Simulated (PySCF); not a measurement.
# Vertical excitation energies

Compound: C5H6O4.
Bonds: C1–C2 (double), C2–O3, O3–C4, C4–O5 (double), C4–C6, C6–O7, O7–C8, C8–O9 (double). Hydrogens: H10, H11 on C1; H12 on C2; H13, H14 on C6; H15 on C8.

The calculation used PySCF, TDDFT PBE0/def2-SVPD, vertical, gas phase, core orbitals frozen in the response. The structure is a single PBE0-D3(BJ)/def2-SVP conformer in the gas phase; no vibrational or solvent corrections.

What does the calculation give for the low-lying excited states?

| state | E (eV) | λ (nm) | ν̃ (cm⁻¹) | f | main configurations (H = HOMO, L = LUMO) |
| --- | --- | --- | --- | --- | --- |
| S1 | 5.88 | 210.9 | 47410 | 0.0007 | H-1→L (45%), H-2→L (42%) |
| S2 | 5.96 | 208.2 | 48030 | 0.0020 | H-1→L+1 (62%), H-2→L+1 (37%) |
| S3 | 6.18 | 200.6 | 49850 | 0.337 | H→L (93%) |
| S4 | 6.67 | 185.9 | 53790 | 0.0001 | H→L+1 (100%) |
| S5 | 6.91 | 179.5 | 55720 | 0.0019 | H-1→L (48%), H-2→L (48%) |
| S6 | 7.20 | 172.3 | 58050 | 0.032 | H→L+3 (78%), H→L+4 (17%) |

The lowest singlet comes at 211 nm (567 kJ/mol) in the ultraviolet; it is very weak; its leading configuration is HOMO-1→LUMO (45%). The most intense listed level is S3 at 6.18 eV (201 nm, f = 0.337), 0.30 eV above S1. Löwdin shares by element: HOMO carbon 66% or more, oxygen 23% or more; LUMO carbon 56% or more, oxygen 20% or more (atoms not listed hold the other 24%). The oscillator strengths of these states sum to 0.373; summed over the whole spectrum of an exact calculation they would give the number of electrons, 68 (Thomas–Reiche–Kuhn). The listed states span 1.32 eV, and the widest gap between neighbours is 0.49 eV (S3 to S4). Of the 6 states listed, 2 reach f = 0.01 and 1 stays under 0.0005. Singlets were solved by full linear response.
